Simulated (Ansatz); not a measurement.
NbSeCl₃⁻. Charge -1, multiplicity 2. Geometry PBE0-D4/def2-SVP, that of the neutral singlet; atoms count from 1.

```xyz
5

Nb   -0.002    0.011    0.024
Se    0.211   -0.916   -2.017
Cl   -2.176   -0.163    0.655
Cl    0.622    2.188   -0.120
Cl    1.345   -1.120    1.458
```

In the def2 sets Nb takes a core potential; there is no spin–orbit coupling.

Estimate the Mulliken populations from the PBE0/def2-TZVPD orbitals of Ansatz.


```csv
atom,charge (e),spin (α − β),d electrons
Nb1,1.05,0.95,3.18
Se2,-0.48,-0.02,–
Cl3,-0.52,0.03,–
Cl4,-0.52,0.02,–
Cl5,-0.52,0.02,–
```
Mulliken values and Mayer orders depend strongly on the basis. With diffuse functions, as here, like atoms can get unlike values, and bond orders can come out too low or too high.

Where does the spin sit?

Summed by element: Nb 0.95, Se -0.02, Cl 0.07, of 1 unpaired in all. Largest on single atoms: Nb1 0.95, Cl3 0.03, Cl4 0.02.

And the Mayer bond orders between bonded heavy atoms (over 0.3)?

Nb1–Se2 2.04 (2.25 Å); Nb1–Cl3 0.84 (2.27 Å); Nb1–Cl4 0.85 (2.27 Å); Nb1–Cl5 0.85 (2.27 Å).
